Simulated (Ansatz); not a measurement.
Born–Oppenheimer molecular dynamics of BBrH4 (6 atoms, charge 0, multiplicity 1). It starts from a rough guess of a transition structure, not a stationary point.

The calculation used UKS PBE-D4/def2-SVP (Ansatz 0.2.0).

```
ensemble                      : NVE (velocity Verlet)
time step                     : 0.5 fs
steps asked                   : 150
starting velocities drawn for : 1000 K
seed                          : 525423
```

First frame:

```xyz
6
Properties=species:S:1:pos:R:3
B -0.276 -0.403 -0.008
Br -0.423 1.967 -0.171
H -0.790 -0.692 0.993
H -0.546 -0.823 -1.056
H 0.812 0.415 0.060
H 1.224 -0.465 0.182
```

Q: How far do the bonds stretch over the last three quarters of this one trajectory? (Pairs bonded in most of those frames.)

A: 
```tsv
bond	mean (Å)	spread (Å)	shortest	longest
B1–Br2	1.946	0.087	1.87	2.15
B1–H3	1.223	0.048	1.14	1.29
B1–H4	1.223	0.030	1.15	1.28
H5–H6	0.863	0.145	0.71	1.35
```

Pairs bonded in part of these frames only: B1–H5 15 %, B1–H6 18 %, Br2–H5 11 %, H5–H6 77 %.

Mean temperature of the second half: 1963 K. The conserved energy stayed within 0.55 meV per atom of its start (net change 0.14 meV per atom), so the integration is sound. The kinetic energy rose, since the run started high on the potential surface and went downhill. It ends in pieces (BBrH2 + H2), so much of that is their flight and rotation, not heat. A run of 0.075 ps of so small a system gives no equilibrium averages. The orbitals were unrestricted but ended closed-shell.

Time of the run: 2.5 min on 1 thread of Intel(R) Xeon(R) 6975P-C (Granite Rapids) (shared host), peak memory 0.14 GiB.
